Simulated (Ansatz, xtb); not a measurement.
**AlO2P: which of two structures lies lower**

Structure I: `O=P[O][Al]`, a singlet. Structure II: a singlet given by its coordinates. Both are isolated molecules in the gas phase, relaxed with PBE0-D4/def2-TZVP; the shapes shown needn't be the lowest conformers.

I (Å):

```xyz
4

Al    3.7617    0.7630    1.5080
O     0.2432    1.1396    0.3895
O     2.6968    0.6146    0.1261
P     1.2718    0.7088   -0.5663
```

II (Å):

```tsv
atom	x (Å)	y (Å)	z (Å)
Al	-0.7319	1.5502	2.8068
O	0.5603	2.5289	1.5732
O	-0.9522	0.8041	0.9244
P	0.1136	1.7337	0.3488
```

Close contacts (Å): Al1–O2 2.04, Al1–O3 2.04, O2–P4 1.53, O3–P4 1.53.

Which of the two would you expect CCSD(T)/def2-TZVPP electronic energies to favour?

Too close to call at this level: CCSD(T)/def2-TZVPP gives E(II) − E(I) = −4.42 kJ/mol.

How the difference moves with the method:

| level | geometry | E(II) − E(I) (kJ/mol) | departure from the last row (kJ/mol) | job, with rough time for the two |
| --- | --- | --- | --- | --- |
| PBE0-D4/def2-TZVP | PBE0-D4/def2-TZVP | −4.78 | −0.36 | optimisation, 19 s |
| HF/def2-TZVPP | PBE0-D4/def2-TZVP | +11.26 | +15.69 | part of the CCSD(T) run |
| MP2/def2-TZVPP | PBE0-D4/def2-TZVP | −5.32 | −0.90 | part of the CCSD(T) run |
| CCSD(T)/def2-TZVPP | PBE0-D4/def2-TZVP | −4.42 |  | single point, 14 s |

HF/def2-TZVPP puts the two in the other order. The largest departure from CCSD(T)/def2-TZVPP is that of HF/def2-TZVPP, 15.69 kJ/mol. Levels run at GFN2-xTB geometries aren't shown.

With harmonic frequencies from PBE0-D4/def2-TZVP (ideal gas, rigid rotor, one conformer each, 298.15 K, 1 atm): on the last row, ΔE + ΔZPE = −3.87 kJ/mol. A mode under 50 cm⁻¹ makes harmonic enthalpies and free energies unreliable, so none is given.

The correlated steps freeze 12 core orbitals. Programs: Ansatz 0.2.0; the last row on 2 threads of Intel(R) Xeon(R) 6975P-C (Granite Rapids) on a shared host.
